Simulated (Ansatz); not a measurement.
BFGeH$_{4}$O, SMILES `O[B](F)[GeH3]`. Charge 0, multiplicity 1.

Cartesian coordinates in Å:
```
O -0.352 -1.963 -0.200
B 0.442 -0.948 0.194
F 1.601 -1.294 0.738
Ge -0.029 1.072 0.004
H -1.182 -1.679 -0.589
H 0.993 1.799 -0.883
H -1.421 1.243 -0.638
H -0.052 1.768 1.374
```

(1) List the harmonic frequencies (cm⁻¹, unscaled) at PBE0-D4/def2-TZVP in Ansatz. (An estimate is asked.)

(2) Is this a minimum?

(3) Give the ideal-gas thermochemistry at 298.15 K and 1 bar (rigid rotor, harmonic oscillator; point group Cs, symmetry number 1).

## Answers

(1) Ansatz gave: 65, 187, 298, 342, 509, 584, 586, 611, 811, 885, 887, 982, 1264, 1417, 2132, 2155, 2158, 3906.

(2) Yes, all 18 modes are real.

(3) Zero-point energy 118.3 kJ/mol; H(298) − E = 136.5 kJ/mol; entropy 328.9 J/(mol·K), of which translation 168.8, rotation 110.5, vibration 49.6; G(298) − E = 38.4 kJ/mol. Modes under 100 cm⁻¹ are hindered rotations or soft bends, so the harmonic entropy is rough.
